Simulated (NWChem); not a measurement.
Species: SiH₄S; SMILES [SiH3]S

Computed with NWChem. Structure relaxed at the PBE0/def2-SVP level. Level: PBE0/def2-SVP with SMD (1 M gas to 1 M solution), gas-phase geometry. Reactions with the solvent are ignored.

### Question
Estimate the computed values for solvent n-hexane. Quantities: solvation free energy (kcal/mol); cavity-dispersion-structure term (kcal/mol); dipole in solution (D).

### Answer
```yaml
solvation free energy (kcal/mol): -2.2
cavity-dispersion-structure term (kcal/mol): -1.4
dipole in solution (D): 1.36
```
